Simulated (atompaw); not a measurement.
## Ce: PAW (atompaw) pseudisation with LDA (PW92), scalar-relativistic reference atom.

```json
{
  "Element": "cerium",
  "Generator": "atompaw 4.2.0.5",
  "Type": "PAW",
  "Functional": "LDA (PW92)",
  "Relativity": "scalar-relativistic",
  "Frozen core": "[Kr] 4d10",
  "Valence charge": "12",
  "Reference configuration": "4f1 5s2 5p6 5d1 6s2 6p0",
  "Partial waves": "5s (bound); 6s (bound); 5p (bound); 6p (bound, empty); 5d (bound); 5d channel at 2.1 Ry; 4f (bound); 4f channel at 0.45 Ry",
  "Local potential": "bessel scheme, radius 2.15 bohr",
  "Core correction": "smooth core density matched at 2.20 bohr",
  "Augmentation charge": "sinc compensation charge, radius 2.05 bohr; PAW radius 2.65 bohr; waves and projectors: bloechl"
}
```

All-electron outer shells of the reference configuration (LDA (PW92), scalar-relativistic, ld1.x):

| shell | level (eV) | outermost node (bohr) | outermost maximum (bohr) |
| --- | --- | --- | --- |
| 4p | -210.63 | 0.33 | 0.62 |
| 4d | -110.44 | 0.31 | 0.66 |
| 5s | -40.73 | 0.75 | 1.37 |
| 5p | -23.30 | 0.81 | 1.53 |
| 4f | -5.61 | – | 0.71 |
| 6s | -3.88 | 1.81 | 3.68 |
| 5d | -3.18 | 0.92 | 2.18 |
| 6p | -1.41 | 2.15 | 4.90 |

Calculated quality:

```json
{"Cutoffs needed": "25 Ry and 35 Ry (the cutoffs (Ry, on a coarse ladder) from which the occupation-weighted sum of valence levels, in a spherical-Bessel basis at the reference potential, stays within 10 and 1 mRy of its value at 400 Ry)", "Ghost test": "no extra level below or beside the all-electron valence levels (s, p, d, f tested) (spherical-Bessel basis up to 400 Ry, 20 bohr box)", "Lowest eigenvalue of the overlap operator": "0.37 (s channel)", "Overlap eigenvalues printed by atompaw (projector basis)": "0.197, 0.296, 0.842, 2.48, 3.11, 4.1, 8.95, 32.7", "Share of each valence orbital outside the PAW sphere": "5s 3 %, 6s 90 %, 5p 8 %, 6p 96 %, 5d 51 %, 4f 3 %"}
```

Generation and tests took about 9.3 s on one core of a shared server CPU.
